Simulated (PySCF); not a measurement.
Telling isomers of C6H9BO2 apart by NMR

Gas phase, averaged over atoms made equivalent by symmetry, fast rotation or ring inversion, no relativistic terms, a single conformation. PBE0/pcSseg-1 with gauge-including orbitals; geometry from PBE0-D3(BJ)/def2-SVP; PySCF 2.14.

Shifts are taken against calculated references (same method and geometry level): 1H (σref 31.27), 13C (σref 184.41) vs TMS. Where no couplings were computed, multiplicities follow the n + 1 count of equivalent neighbours, and m marks all less simple cases (inequivalent or close neighbours, rings, F or P nearby). Couplings to H on boron are left out. Carbons bonded to boron are broad in practice. Shifts are as computed. Against solution values, carbons near 30 ppm lie about +2 ppm off and those near 130 ppm about +5 ppm. Of 1309 compounds with measured shifts, 239 miss one by over three times the rms of a fit or turn the order of signals round; such compounds aren't used in these exercises.

(1) Tabulate the signals of `C=CCC1=[O+][BH2-]OC=C1`, `[BH2-]1OC=C(C2CC2)C=[O+]1` and their relative energies.

(2) What is the quickest way to tell C=CCC1=[O+][BH2-]OC=C1 from [BH2-]1OC=C(C2CC2)C=[O+]1?

Answers

(1) 
```json
{"SMILES": "C=CCC1=[O+][BH2-]OC=C1", "carbon types": "1×C 3×CH 2×CH2", "δC": "199.6, 185.8, 139.8, 131.0, 104.5, 45.5", "δH": "7.65 (d, 1H), 5.99 (m, 1H), 5.71 (d, 1H), 5.68 (m, 1H), 5.59 (m, 1H), 3.77 (br, 2H), 3.06 (d, 2H)", "E rel. (kcal/mol)": "0.0"}
{"SMILES": "[BH2-]1OC=C(C2CC2)C=[O+]1", "carbon types": "1×C 3×CH 2×CH2", "δC": "185.1, 181.5, 113.4, 9.1, 8.8", "δH": "7.43 (s, 1H), 6.89 (s, 1H), 4.27 (br, 2H), 0.79 (m, 2H), 0.70 (m, 1H), 0.18 (m, 2H)", "E rel. (kcal/mol)": "10.1"}
```

Energies are electronic energies at PBE0/pcSseg-1 on these geometries, without zero-point or thermal terms, each for the one conformer computed, which needn't be the lowest.

(2) Count the carbon signals: 6 against 5. The first has a ketone carbonyl carbon (C) at 199.6 ppm, the second a β carbon of an enol-ether or enamine type C=C (C) at 113.4 ppm. Their most deshielded carbons lie at 199.6 and 185.1 ppm.
